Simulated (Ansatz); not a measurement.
C₈H₁₈N₂ (`CCCC/N=N/CCCC`), relaxed with RKS PBE-D4/def2-SVP in Ansatz from a rough embedded geometry. The force threshold is 0.03 eV/Å; the program also tests the step.

Total charge 0; spin multiplicity 1.

Start:

```xyz
28

C    -2.934    1.571    2.238
C    -2.011    1.518    1.028
C    -1.119    2.754    0.944
C    -0.191    2.705   -0.272
N     0.769    1.652   -0.098
N     0.841    0.847   -1.045
C     1.791   -0.214   -0.861
C     1.074   -1.558   -1.012
C     2.048   -2.730   -0.947
C     1.329   -4.064   -1.105
H    -3.580    2.446    2.188
H    -2.355    1.627    3.157
H    -3.561    0.684    2.280
H    -1.381    0.629    1.087
H    -2.608    1.441    0.115
H    -1.737    3.652    0.878
H    -0.507    2.823    1.845
H    -0.762    2.582   -1.204
H     0.381    3.637   -0.321
H     2.531   -0.114   -1.662
H     2.297   -0.142    0.112
H     0.543   -1.564   -1.966
H     0.331   -1.654   -0.216
H     2.794   -2.624   -1.738
H     2.574   -2.711    0.010
H     0.819   -4.111   -2.065
H     2.036   -4.888   -1.050
H     0.588   -4.194   -0.319
```

Task: By how much does the energy fall, and how many steps does the optimiser take? (An estimate is asked.)

Result: Computed: 16.58 kJ/mol, in 4 steps.

Task: Which bonds change most? (Estimate.)

Result: Computed: C4–N5 from 1.436 to 1.465 Å; N6–C7 from 1.436 to 1.464 Å; C1–H12 from 1.088 to 1.110 Å; C1–H11 from 1.088 to 1.111 Å.

Task: Give the relaxed structure. (Estimate.)

Result: Ansatz gave: 
```xyz
28

C    -2.967    1.560    2.243
C    -2.031    1.535    1.034
C    -1.128    2.769    0.942
C    -0.175    2.743   -0.259
N     0.803    1.665   -0.098
N     0.848    0.881   -1.068
C     1.808   -0.209   -0.888
C     1.094   -1.559   -1.010
C     2.048   -2.755   -0.964
C     1.335   -4.102   -1.092
H    -3.639    2.443    2.217
H    -2.395    1.610    3.193
H    -3.607    0.655    2.286
H    -1.392    0.626    1.069
H    -2.624    1.446    0.096
H    -1.748    3.689    0.880
H    -0.524    2.859    1.871
H    -0.723    2.639   -1.224
H     0.409    3.690   -0.283
H     2.551   -0.115   -1.713
H     2.345   -0.111    0.084
H     0.512   -1.568   -1.958
H     0.345   -1.642   -0.191
H     2.802   -2.652   -1.776
H     2.627   -2.726   -0.014
H     0.781   -4.174   -2.051
H     2.048   -4.950   -1.053
H     0.597   -4.247   -0.275
```
